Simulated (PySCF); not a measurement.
# Computed records: AlBClH₃Si, CH₇Al₃

Computed with PySCF 2.14.0. Calculation on a computer-drawn molecule: optimised geometry and harmonic frequencies of an isolated molecule of the commonest isotopes, restricted reference for singlets and unrestricted otherwise, frozen core in MP2.

Common to all runs: charge 0; multiplicity 1; method HF; basis cc-pV(D+d)Z.

(1) AlBClH₃Si

Start structure:
```xyz
7
AlBClH3Si
Al     1.3270     0.2640     0.9495
B      3.0507    -0.2496    -0.1242
Si     1.8816    -0.6498    -1.5273
Cl     0.8215    -0.0885    -3.1427
H      0.3310    -0.7090     1.6405
H      0.8114     1.7087     1.3536
H      3.7416    -1.0424     0.3310
```

| Quantity | Value |
| --- | --- |
| rotational constants | — |
| total energy | — |

Drawn bonds:
| atom | other atom | order |
| --- | --- | --- |
| 1 | 2 | 1 |
| 2 | 3 | 1 |
| 3 | 4 | 1 |
| 1 | 5 | 1 |
| 1 | 6 | 1 |
| 2 | 7 | 1 |

(2) CH₇Al₃

Start structure:
```xyz
11
CH7Al3
Al     1.2652     1.1520    -1.0799
C     -0.3801     0.5458    -0.0833
Al    -1.5218     0.7494     1.5410
Al    -3.2436    -1.0832     1.0538
H      2.5966     0.6734    -0.8651
H      1.1154     2.3148    -2.1189
H     -1.2217     0.5020    -0.8399
H     -0.1803    -0.5965    -0.0347
H     -1.2941     1.8178     2.7077
H     -4.5883    -1.7191     1.7805
H     -2.9087    -1.8551    -0.2496
```

| Quantity | Value |
| --- | --- |
| total energy | — |
| rotational constants | — |

Drawn bonds:
| atom | other atom | order |
| --- | --- | --- |
| 1 | 2 | 1 |
| 2 | 3 | 1 |
| 3 | 4 | 1 |
| 1 | 5 | 1 |
| 1 | 6 | 1 |
| 2 | 7 | 1 |
| 2 | 8 | 1 |
| 3 | 9 | 1 |
| 4 | 10 | 1 |
| 4 | 11 | 1 |

Questions
1. Give the missing rotational constants for AlBClH₃Si (entry 1).
2. AlBClH₃Si (entry 1): total energy?
3. What total energy does the calculation give for CH₇Al₃ (entry 2)?
4. Estimate the rotational constants of CH₇Al₃ (entry 2).

## Answers
1. 6.113, 1.482, 1.262 GHz
2. -1016.7450 hartree
3. -767.6738 hartree
4. 7.12, 1.092, 1.01 GHz

Further results for AlBClH₃Si (entry 1):

| Quantity | Value |
| --- | --- |
| convergence status largest gradient component | 3.36e-05 hartree/bohr |

Optimised structure:
```xyz
7
AlBClH3Si
Al     1.1378     0.2621     1.2537
B      2.3556    -0.5978    -0.2932
Si     1.7755    -1.4762    -2.0193
Cl     1.7701     0.4269    -2.9857
H      0.6877    -0.6370     2.4799
H      0.6840     1.7764     1.1960
H      3.5542    -0.5211    -0.1510
```

Modes:
| frequency (cm⁻¹) | reduced mass (dalton) |
| --- | --- |
| 62.72 | 9.709 |
| 105.5 | 1.234 |
| 134.9 | 5.978 |
| 200.1 | 1.957 |
| 412.4 | 1.118 |
| 445.5 | 4.712 |
| 483.3 | 28.52 |
| 554.2 | 1.216 |
| 679.8 | 1.868 |
| 718.4 | 1.528 |
| 808.7 | 2.101 |
| 836.5 | 1.116 |
| 1967 | 1.043 |
| 1983 | 1.04 |
| 2640 | 1.089 |

Further results for CH₇Al₃ (entry 2):

| Property | Result |
| --- | --- |
| convergence status largest gradient component | 7.816e-06 hartree/bohr |

Optimised structure:
```xyz
11
CH7Al3
Al     0.7217     1.5453    -1.0709
C      0.2760    -0.0602    -0.0567
Al    -1.1484    -0.0040     1.2938
Al    -3.6242    -0.7586     0.8309
H      1.8334     2.5494    -0.5581
H     -0.0475     1.8719    -2.4182
H      0.0232    -0.8420    -0.7871
H      1.1907    -0.3566     0.4790
H     -0.7364     0.5576     2.7281
H     -4.7441     0.2605     0.3421
H     -4.1057    -2.2620     1.0285
```

Modes:
| frequency (cm⁻¹) | reduced mass (dalton) |
| --- | --- |
| 29.03 | 3.713 |
| 66.79 | 1.067 |
| 92.66 | 1.11 |
| 134.8 | 2.604 |
| 146.4 | 3.417 |
| 313.1 | 1.093 |
| 336.3 | 6.883 |
| 445.3 | 1.087 |
| 475.9 | 1.383 |
| 524.8 | 1.124 |
| 531.1 | 2.458 |
| 620.1 | 1.203 |
| 653.5 | 1.504 |
| 720 | 2.415 |
| 755.7 | 1.367 |
| 848.5 | 1.08 |
| 853.9 | 1.09 |
| 896.1 | 1.552 |
| 953.1 | 1.058 |
| 1460 | 1.098 |
| 1921 | 1.039 |
| 1939 | 1.057 |
| 1946 | 1.029 |
| 1966 | 1.054 |
| 1979 | 1.03 |
| 3121 | 1.055 |
| 3186 | 1.103 |
